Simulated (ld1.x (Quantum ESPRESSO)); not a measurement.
## What the settings do to the RRKJ potential of Ag (Z = 47)

Base potential:

```json
{
  "Element": "Ag",
  "Generator": "ld1.x (Quantum ESPRESSO) 7.5",
  "Type": "norm-conserving RRKJ (Kleinman–Bylander form)",
  "Functional": "PBE",
  "Relativity": "fully relativistic",
  "Frozen core": "[Kr]",
  "Valence charge": "11",
  "Reference configuration": "4d10 5s1 5p0",
  "Partial waves": "5s (bound): rc 2.25 bohr; 5p (bound, empty): rc 3.95 bohr; 4d (bound): rc 1.40 bohr",
  "Local potential": "the d channel",
  "Core correction": "Bessel-smoothed model core, default radius (core density twice the valence density)",
  "rho0": "0.005"
}
```

Open shells are filled in proportion to 2j + 1 (rel_dist='average').

Cutoffs, loose and tight: the cutoffs (Ry, on a coarse ladder) from which the occupation-weighted sum of valence levels, in a spherical-Bessel basis at the reference potential, stays within 10 and 1 mRy of its value at 400 Ry. They do not see the model core or the augmentation charge, which bear on the density cutoff. Test errors are all-electron minus pseudo excitation energies from the reference, over the configurations 4d10 5s0 5p0; 4d9 5s0 5p0; 4d8 5s0 5p0; 4d10 5s0.5 5p0; 4d10 5s0 5p1; 4d9 5s1 5p1; 4d7 5s0 5p0. A dash means not determined; rows that change the core or the reference have their own tests. The largest error is taken over the tests solved by every variant that gives reliable tests at all: 4d10 5s0 5p0; 4d10 5s0 5p1; 4d10 5s0.5 5p0; 4d7 5s0 5p0; 4d8 5s0 5p0; 4d9 5s0 5p0.

A true bound ghost makes a file unfit for plane-wave use even where its test errors are small: the radial tests pick states by their node count and pass the ghost by. Where a test does run into it, the solver fails or the error is huge.

The default core radius of the base comes out at 0.79 bohr.

| change | outcome | cutoff, loose | cutoff, tight | bound ghosts | largest test error (meV) |
| --- | --- | --- | --- | --- | --- |
| base | generated, misses its reference levels by 0.34 eV | 70 Ry | 90 Ry | s, p3/2, p1/2 | -834 |
| functional Wu–Cohen | generated, misses its reference levels by 0.34 eV | 70 Ry | 100 Ry | s, p3/2, p1/2 | -817 |
| wave 4d (bound): rc 1.40 bohr becomes 4d (bound): rc 1.84 bohr | generated, misses its reference levels by 0.34 eV | 60 Ry | 90 Ry | s, p3/2, p1/2 | -889 |
| wave 5s (bound): rc 2.25 bohr becomes 5s (bound): rc 2.88 bohr | generated, misses its reference levels by 0.34 eV | 70 Ry | 90 Ry | s, p3/2, p1/2 | -961 |
| wave 5p (bound): rc 3.95 bohr becomes 5p (bound): rc 5.76 bohr | generated, misses its reference levels by 0.34 eV | 70 Ry | 90 Ry | s, p3/2, p1/2 | -834 |
| core correction Bessel-smoothed model core inside 1.46 bohr | generated, misses its reference levels by 0.34 eV | 70 Ry | 90 Ry | s, p3/2, p1/2 | -835 |
| all radii but the core radius scaled by about 1.32 (s 2.98, p 5.22, d 1.86 bohr) | generated, misses its reference levels by 0.34 eV | 60 Ry | 90 Ry | s, p3/2, p1/2 | -1089 |
